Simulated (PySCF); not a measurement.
PySCF input for B(H)(Me)(NH2) (CH₆BN), SMILES CBN, PBE-D3(BJ)/def2-TZVP. Geometry: PBE-D3(BJ)/def2-TZVP. The values are those of a single conformer.

```python
import numpy as np
from pyscf import gto, scf, dft, df
from pyscf.hessian import thermo

mol = gto.M(
    atom='''
    B    -0.53175319   -0.08621520   -0.00000000
    H    -1.73534067   -0.19014861   -0.00000000
    C     0.16646175    1.32348746    0.00000000
    H    -0.15186590    1.91236927   -0.87631789
    H    -0.15186590    1.91236927    0.87631789
    H     1.26713593    1.28620849   -0.00000000
    N     0.20475622   -1.27622653    0.00000000
    H    -0.22160612   -2.19611164    0.00000000
    H     1.22024460   -1.30094987   -0.00000001
    ''',
    basis='def2-TZVP',
    charge=0,
    spin=0,
    max_memory=1600,
    verbose=3,
)
mf = dft.RKS(mol, xc='pbe').density_fit(auxbasis='def2-universal-jkfit')
mf.disp = 'd3bj'
mf.grids.level = 3
mf.conv_tol = 1e-11
mf.max_cycle = 100
mf.kernel()

# [left out here: the lines that compute and print the analytic Hessian (its translational invariance restored by hand, since the grid's response is missing), thermochemistry and intensities]
```

Output:

```
converged SCF energy = -121.242622068883

WARN: DFTD3 does not support analytical Hessian, using finite difference


WARN: Mole.unit (angstrom) is changed to Bohr

Mode                                 0                   1                   2
Irrep
Freq [cm^-1]                      143.6038            348.3688            511.8280
Reduced mass [au]                   1.1449              1.9762              1.0803
Force const [Dyne/A]                0.0139              0.1413              0.1667
Char temp [K]                     206.6139            501.2251            736.4065
Normal mode                   x     y     z       x     y     z       x     y     z
       0   B                 0.00  0.00  0.09   -0.14 -0.01  0.00    0.00  0.00 -0.08
       1   H                 0.00  0.00  0.21   -0.13 -0.06  0.00    0.00 -0.00  0.30
       2   C                -0.00  0.00  0.00    0.03 -0.10 -0.00   -0.00  0.00 -0.02
       3   H                 0.34 -0.29 -0.32    0.20 -0.02 -0.01    0.19  0.28  0.11
       4   H                -0.34  0.29 -0.32    0.20 -0.02  0.01   -0.19 -0.28  0.11
       5   H                -0.00  0.00  0.41    0.03 -0.39  0.00   -0.00  0.00  0.26
       6   N                -0.00 -0.00 -0.05    0.04  0.11 -0.00   -0.00 -0.00 -0.00
       7   H                -0.00  0.00 -0.07    0.27  0.00  0.00   -0.00  0.00  0.64
       8   H                -0.00 -0.00 -0.16    0.04  0.36 -0.00   -0.00 -0.00 -0.32
Mode                                 3                   4                   5
Irrep
Freq [cm^-1]                      568.3936            766.0598            816.2362
Reduced mass [au]                   1.2908              1.2769              1.1225
Force const [Dyne/A]                0.2457              0.4415              0.4406
Char temp [K]                     817.7918           1102.1895           1174.3821
Normal mode                   x     y     z       x     y     z       x     y     z
       0   B                 0.00  0.00  0.04    0.03  0.02 -0.00    0.00  0.00  0.03
       1   H                 0.00 -0.00 -0.01   -0.00  0.41 -0.00    0.00 -0.00  0.42
       2   C                -0.00 -0.00  0.01    0.05 -0.11  0.00   -0.00 -0.00 -0.09
       3   H                -0.04 -0.08 -0.03   -0.31 -0.25  0.03    0.15  0.33  0.09
       4   H                 0.04  0.08 -0.03   -0.31 -0.25 -0.03   -0.15 -0.33  0.09
       5   H                -0.00 -0.00 -0.06    0.06  0.41 -0.00   -0.00  0.00  0.17
       6   N                -0.00  0.00 -0.12   -0.03  0.04  0.00    0.00  0.00 -0.00
       7   H                 0.00  0.00  0.53    0.16 -0.05  0.00   -0.00  0.00 -0.44
       8   H                 0.00 -0.00  0.67   -0.03  0.27 -0.00   -0.00 -0.00  0.46
Mode                                 6                   7                   8
Irrep
Freq [cm^-1]                      821.5498            938.6226           1017.2678
Reduced mass [au]                   1.7855              1.5967              1.3909
Force const [Dyne/A]                0.7100              0.8288              0.8480
Char temp [K]                    1182.0272           1350.4690           1463.6218
Normal mode                   x     y     z       x     y     z       x     y     z
       0   B                -0.07 -0.06  0.00    0.00 -0.00 -0.17   -0.08 -0.06  0.00
       1   H                -0.09  0.10  0.00    0.00 -0.00  0.63   -0.04 -0.65 -0.00
       2   C                 0.05  0.12 -0.00    0.00  0.00  0.09    0.11  0.01  0.00
       3   H                 0.06  0.15  0.01   -0.07 -0.24 -0.07   -0.12 -0.02  0.05
       4   H                 0.06  0.15 -0.01    0.07  0.24 -0.07   -0.12 -0.02 -0.05
       5   H                 0.06  0.21  0.00    0.00  0.00 -0.17    0.12  0.42 -0.00
       6   N                -0.03 -0.10 -0.00   -0.00  0.00  0.03   -0.01  0.05 -0.00
       7   H                 0.42 -0.31 -0.00    0.00 -0.00 -0.08   -0.15  0.12  0.00
       8   H                -0.01  0.37  0.00   -0.00  0.00  0.15   -0.02 -0.08 -0.00
Mode                                 9                  10                  11
Irrep
Freq [cm^-1]                     1128.1057           1274.0853           1352.7759
Reduced mass [au]                   1.7096              1.3340              2.1853
Force const [Dyne/A]                1.2819              1.2758              2.3563
Char temp [K]                    1623.0929           1833.1251           1946.3433
Normal mode                   x     y     z       x     y     z       x     y     z
       0   B                -0.15 -0.03 -0.00    0.05 -0.06 -0.00   -0.04  0.20 -0.00
       1   H                -0.21  0.49  0.00    0.05  0.08  0.00   -0.01 -0.23  0.00
       2   C                 0.03  0.00  0.00   -0.06 -0.11  0.00    0.01 -0.08  0.00
       3   H                -0.01  0.07  0.05    0.27  0.38  0.19   -0.15  0.21  0.24
       4   H                -0.01  0.07 -0.05    0.27  0.38 -0.19   -0.15  0.21 -0.24
       5   H                 0.03  0.16 -0.00   -0.02  0.43  0.00   -0.00 -0.03 -0.00
       6   N                 0.11 -0.02 -0.00   -0.02  0.03 -0.00    0.02 -0.07 -0.00
       7   H                -0.19  0.11 -0.00   -0.07  0.06  0.00    0.22 -0.17  0.00
       8   H                 0.10 -0.40  0.00   -0.03  0.11 -0.00    0.03 -0.15 -0.00
Mode                                12                  13                  14
Irrep
Freq [cm^-1]                     1409.3859           1431.5028           1590.8743
Reduced mass [au]                   1.0495              1.2196              1.2624
Force const [Dyne/A]                1.2283              1.4724              1.8825
Char temp [K]                    2027.7925           2059.6139           2288.9139
Normal mode                   x     y     z       x     y     z       x     y     z
       0   B                -0.00  0.00  0.02   -0.04  0.10  0.00    0.02 -0.06  0.00
       1   H                -0.00 -0.00 -0.05   -0.02 -0.11 -0.00    0.03  0.04 -0.00
       2   C                -0.00 -0.00  0.06   -0.05 -0.02 -0.00    0.00  0.01  0.00
       3   H                 0.46  0.11 -0.05    0.36 -0.26 -0.30    0.00  0.02  0.01
       4   H                -0.46 -0.11 -0.05    0.36 -0.26  0.30    0.00  0.02 -0.01
       5   H                -0.00  0.00 -0.71   -0.02  0.44  0.00   -0.00 -0.01 -0.00
       6   N                 0.00 -0.00 -0.00    0.02 -0.03  0.00   -0.06  0.10  0.00
       7   H                -0.00 -0.00  0.00    0.11 -0.08 -0.00    0.58 -0.22 -0.00
       8   H                 0.00 -0.00 -0.01    0.02 -0.12 -0.00   -0.06 -0.62 -0.00
Mode                                15                  16                  17
Irrep
Freq [cm^-1]                     2521.8903           2952.8919           3012.8889
Reduced mass [au]                   1.0977              1.0374              1.0950
Force const [Dyne/A]                4.1134              5.3297              5.8565
Char temp [K]                    3628.4386           4248.5540           4334.8764
Normal mode                   x     y     z       x     y     z       x     y     z
       0   B                -0.09 -0.01  0.00   -0.00 -0.00  0.00    0.00 -0.00 -0.00
       1   H                 0.95  0.08 -0.00    0.01  0.00 -0.00   -0.00  0.00  0.00
       2   C                 0.00  0.00  0.00    0.02  0.05  0.00    0.00 -0.00 -0.08
       3   H                -0.00  0.00 -0.01    0.17 -0.29  0.45    0.20 -0.37  0.53
       4   H                -0.00  0.00  0.01    0.17 -0.29 -0.45   -0.20  0.37  0.53
       5   H                -0.01  0.00  0.00   -0.57  0.04  0.00   -0.00  0.00 -0.02
       6   N                 0.00 -0.00  0.00    0.00  0.00 -0.00   -0.00  0.00 -0.00
       7   H                -0.01 -0.00  0.00   -0.00  0.00 -0.00   -0.00  0.00  0.00
       8   H                -0.00  0.00 -0.00   -0.00  0.00 -0.00   -0.00  0.00 -0.00
Mode                                18                  19                  20
Irrep
Freq [cm^-1]                     3026.8586           3491.7484           3588.2472
Reduced mass [au]                   1.1006              1.0494              1.0969
Force const [Dyne/A]                5.9409              7.5384              8.3209
Char temp [K]                    4354.9756           5023.8485           5162.6888
Normal mode                   x     y     z       x     y     z       x     y     z
       0   B                 0.00 -0.00  0.00    0.00 -0.00 -0.00   -0.00 -0.00  0.00
       1   H                -0.01 -0.00 -0.00    0.00  0.00  0.00    0.01  0.00 -0.00
       2   C                 0.08 -0.04  0.00    0.00 -0.00 -0.00    0.00  0.00 -0.00
       3   H                -0.10  0.20 -0.32   -0.00  0.00  0.00    0.00 -0.00 -0.00
       4   H                -0.10  0.20  0.32   -0.00  0.00 -0.00    0.00 -0.00  0.00
       5   H                -0.77  0.02  0.00   -0.00  0.00  0.00   -0.00  0.00 -0.00
       6   N                -0.00  0.00  0.00   -0.04  0.04  0.00   -0.06 -0.05  0.00
       7   H                -0.00  0.00  0.00   -0.26 -0.52  0.00    0.32  0.70 -0.00
       8   H                -0.00  0.00  0.00    0.78 -0.00 -0.00    0.56 -0.02 -0.00
temperature 298.1500 [K]
pressure 101325.00 [Pa]
Rotational constants [GHz] 42.95815 8.27459 7.24618
Symmetry number 1
Zero-point energy (ZPE) 0.07453 [Eh]   195668.301 [J/mol]
                           tot       elec      trans        rot        vib
Entropy [J/mol/K]       274.414      0.000    155.618     93.512     25.284
Cv [J/mol/K]             64.124      0.000     12.472     12.472     39.180
Cp [J/mol/K]             72.438      0.000     20.786     12.472     39.180
Internal energy [J/mol]                      3718.434   3718.434 200363.605
Internal energy [Eh]   -121.16348  -121.24262
Enthalpy [J/mol]                             6197.391   3718.434 200363.605
Enthalpy [Eh]          -121.16253
Gibbs free energy [J/mol]                  -40200.213 -24162.094 192825.064
Gibbs free energy [Eh] -121.19369
mode   freq/cm-1   IR/(km/mol)
   1      143.60         3.914
   2      348.37         0.666
   3      511.83         6.490
   4      568.39       156.514
   5      766.06         0.668
   6      816.24         0.384
   7      821.55         1.441
   8      938.62        17.124
   9     1017.27         2.415
  10     1128.11        24.681
  11     1274.09         8.703
  12     1352.78       139.858
  13     1409.39         4.457
  14     1431.50        15.273
  15     1590.87       102.437
  16     2521.89       142.583
  17     2952.89         6.729
  18     3012.89        10.734
  19     3026.86        30.835
  20     3491.75        11.476
  21     3588.25        16.505
max |gradient| / (hartree/bohr): 6.425965113008699e-05
APT charges: [ 0.6577 -0.1935 -0.2224  0.0151  0.0151 -0.025  -0.593   0.178   0.1678]
```

The run converged.
